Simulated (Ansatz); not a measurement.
Stepwise reaction of `[OH][Ti]([OH])([SH])[SH]` with water, as a gas-phase model of exchange steps in deposition or etching. ΔE in kJ/mol; ΔG adds harmonic PBE0-D4 terms to CCSD(T)/CBS, at 1 bar.

Isolated molecules relaxed with PBE0-D4/def2-TZVP in Ansatz; ΔE leaves out vibrations. CCSD(T)/CBS is the MP2 limit (def2-TZVPP, def2-QZVPP) plus CCSD(T) − MP2 in def2-TZVPP, frozen cores. This one scheme is used for every species. DFT in def2-TZVPP. B3LYP here is the variant with VWN-RPA as its local correlation; programs differ in this. For Ti outer-core shells are correlated without core-valence functions, which leaves a few kJ/mol of doubt a bond. Scalar relativity is left out up to krypton. One conformer a species, not always the lowest.

```json
{"step": "2", "reaction": "`[OH][Ti]([OH])([OH])[SH]` + H₂O → `[OH][Ti]([OH])([OH])[OH]` + H₂S", "PBE-D4": "-20.4", "B3LYP-D4": "-26.8", "ωB97M-V": "-28.8", "CCSD(T)/CBS": "-20.9", "ΔG(400 K)": "-25.7"}
```

Q: Give the row of step 1, `[OH][Ti]([OH])([SH])[SH]` + H₂O → `[OH][Ti]([OH])([OH])[SH]` + H₂S. (Best estimate.)

A: Ansatz gave: 
```
step                                                             reaction  PBE-D4  B3LYP-D4  ωB97M-V  CCSD(T)/CBS  ΔG(400 K)
   1  `[OH][Ti]([OH])([SH])[SH]` + H₂O → `[OH][Ti]([OH])([OH])[SH]` + H₂S   -20.2     -26.6    -30.0        -19.5      -28.6
```

Q: By hand: ΔE of the 2 steps together at CCSD(T)/CBS.

A: (-19.5) + (-20.9) = -40.4 kJ/mol, or -20.2 kJ/mol a step.

In ΔE the steps differ by no more than 1.4 kJ/mol. All are downhill at CCSD(T)/CBS. ΔG lies between -28.6 and -25.7 kJ/mol a step. PBE-D4 differs from CCSD(T)/CBS by -0.7 to 0.5 kJ/mol a step. Isolated molecules leave out the surface, adducts and barriers. Largest T1 diagnostic: 0.026.
